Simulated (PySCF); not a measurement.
CH8BNO2Si, SMILES C[SiH2]NB(O)O.

Geometry: r2SCAN-D4/def2-SVP. This is a generated structure with no PubChem entry under its InChIKey; it may be hypothetical. Other conformers were not sampled.

Computed with TDDFT-PBE0/def2-SVPD run with PySCF.

Vertical excitations. Gas-phase values at a fixed geometry.

Task: Give excitation energies, oscillator strengths and character. (An estimate is asked for; the answer gives what the named calculation found.)

Result: 
```tsv
state	energy (eV)	λ (nm)	f	main pairs
S1	6.31	197	0.007	HOMO→LUMO 97 %
S2	7.22	172	0.043	HOMO→LUMO+1 91 %
S3	7.52	165	0.031	HOMO→LUMO+2 83 %
S4	7.71	161	0.004	HOMO−1→LUMO 87 %
S5	7.87	158	0.030	HOMO→LUMO+3 66 %, HOMO→LUMO+4 27 %
S6	7.93	156	0.005	HOMO→LUMO+4 55 %, HOMO→LUMO+3 28 %, HOMO→LUMO+5 10 %
S7	8.08	153	0.028	HOMO→LUMO+5 79 %, HOMO→LUMO+4 12 %
S8	8.24	150	0.009	HOMO−2→LUMO 88 %
S9	8.36	148	0.032	HOMO→LUMO+6 53 %, HOMO−3→LUMO 23 %
S10	8.42	147	0.018	HOMO−3→LUMO 53 %, HOMO→LUMO+6 25 %
T1	6.09	203	0	HOMO→LUMO 94 %
T2	7.01	177	0	HOMO→LUMO+1 90 %
T3	7.29	170	0	HOMO→LUMO+2 76 %, HOMO−1→LUMO 12 %
T4	7.51	165	0	HOMO−1→LUMO 67 %
```
Triplets are in the Tamm–Dancoff approximation, which puts them higher than full response would, so one can lie above its singlet here.
